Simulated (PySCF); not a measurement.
Be(Me)2 (C2H6Be), SMILES [CH3][Be][CH3].

Geometry: r2SCAN-D4/def2-TZVP. The isomer is the one that the SMILES or the coordinates give; other isomers of the formula were not compared.

Level of theory: TDA-PBE/def2-SVPD (PySCF).

Vertical excitations; the highest root listed may be one member of a degenerate set. Gas-phase values at a fixed geometry. State labels are in the subgroup C2.

**Question.** Estimate the UV-visible absorptions. (Estimate from the structure and the level; the computed values follow.)

**Answer.** 
```
state  symmetry  energy (eV)  λ (nm)      f                      main pairs
-----  --------  -----------  ------  -----  ------------------------------
S1            B         6.42     193  0.000      HOMO→LUMO (degenerate set)
S2            A         6.42     193  0.000    HOMO→LUMO+1 (degenerate set)
S3            B         6.88     180  0.189                HOMO→LUMO+2 98 %
S4            A         7.19     173  0.000                HOMO→LUMO+3 99 %
S5            A         7.41     167  0.000              HOMO−1→LUMO+2 99 %
S6            A         7.45     166  0.100    HOMO−1→LUMO (degenerate set)
S7            B         7.45     166  0.100  HOMO−1→LUMO+1 (degenerate set)
S8            B         7.79     159  0.000    HOMO→LUMO+4 (degenerate set)
S9            A         7.79     159  0.000    HOMO→LUMO+5 (degenerate set)
S10           B         7.85     158  0.021              HOMO−1→LUMO+3 99 %
T1            B         6.07     204      0      HOMO→LUMO (degenerate set)
T2            A         6.07     204      0    HOMO→LUMO+1 (degenerate set)
T3            A         6.45     192      0    HOMO−1→LUMO (degenerate set)
T4            B         6.45     192      0  HOMO−1→LUMO+1 (degenerate set)
```
Triplets are in the Tamm–Dancoff approximation.
